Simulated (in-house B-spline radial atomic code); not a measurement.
RPA and G0W0 on Hartree-Fock: Si⁻

Configuration [Ne] 3s2 3p3, highest spin, mean-field start Hartree-Fock. Computed with an all-electron radial atomic-structure program (B-spline basis): all electrons, scalar-relativistic (spin-free one-electron X2C), finite nucleus, each spin shell either full or empty, empty states to l = 9 with an (l + 1/2)⁻⁴ tail; G0W0 by contour deformation at full frequency.

Command:
```bash
python run_gw.py task.json out
```
Settings (radii: box in bohr, nucleus in fm):
```
Z                        14
electrons                15
configuration            [Ne] 3s2 3p3
hamiltonian              x2c
method                   hf
lmax                     9
rms_radius               3.1224
spin_polarised           True
box_radius               60
intervals                76
```

Cost of the run: 4.2 s on 1 thread of Arm Neoverse N1, on a shared host.

Energies (hartree):

```
                                     term       value
                         mean-field total  -289.49443
Hartree-Fock functional on these orbitals  -289.49443
                      direct second order    -0.79964
                    second-order exchange     0.29523
                         SOSEX correction     0.27122
```

(1) What is the RPA correlation energy, and what remains with SOSEX?

Quasi-particle levels (eV):

```
  level  occupied  mean field  Σx - vxc     Σc  QP weight     G0W0
  3p up       yes      -1.680      0.00      ?          ?        ?
3s down       yes      -5.614      0.00  -0.51      0.859   -6.128
2p down       yes     -108.46      0.00   4.75      0.865  -103.71
```

G0W0 = mean field + (Σx - vxc) + Σc, with Σc (partial-wave tail included) taken at the quasi-particle energy. Only the outer levels were computed. Levels of low weight are left out.

(2) Where does G0W0 put 3p up?

## Answers

(1) RPA gives -0.71297 hartree (-1.29 eV per electron); RPA + SOSEX gives -0.44174, and the second-order doubles (MP2) -0.50441 hartree. RPA lacks exchange-type terms and so overcorrelates at short range.

(2) At -1.790 eV, with Σc = -0.11 eV and a quasi-particle weight of 0.904. The tabulated removal energy is 1.390 eV (electron affinity of the neutral atom); the calculation leaves out spin-orbit coupling, Breit and QED terms, and what these don't explain is the method's own error.
